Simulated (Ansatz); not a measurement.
An input meant for K3H3⁺ (charge 1, doublet; atoms displaced at random, 0.08 Å in each coordinate; with a point charge).

```yaml
crystal:
  periodic: [false, false, false]
  atoms:
    - {symbol: K, position_ang: [2.776791, -2.916298, 0.474401]}
    - {symbol: K, position_ang: [-0.194348, 0.672810, 0.048724]}
    - {symbol: K, position_ang: [-1.842667, -3.168911, 2.856419]}
    - {symbol: H, position_ang: [1.601889, -0.746293, -0.187667]}
    - {symbol: H, position_ang: [-1.529989, 3.071353, -1.474219]}
    - {symbol: H, position_ang: [-1.027526, 3.018606, -1.756894]}
basis:
  gaussian: {orbitals: 6-31G, fitting: {mean_field: cc-pVTZ-jkfit}, nuclear_model: gaussian, point_charges: [{charge: 2.00, position_ang: [6.006, -0.665, -0.194]}]}
total_charge: 1
magnetization: {spin_polarized: true, initial_magnetization: 1}
hamiltonian: {xc: {name: BLYP}, dispersion: d4}
scf: {omitted_lower_state_checks: [starts]}
output: {forces: true}
```

```sh
$ ansatz run in.yaml --threads 4 --pin off --events-out ev --progress --plain --max-ram 3916MiB
```

Shortened log:

```
Functional definition: BLYP
Error: [file] the basis set cc-pVTZ-JKFIT has no functions for K
```

The 6-31G sets use Cartesian d functions.
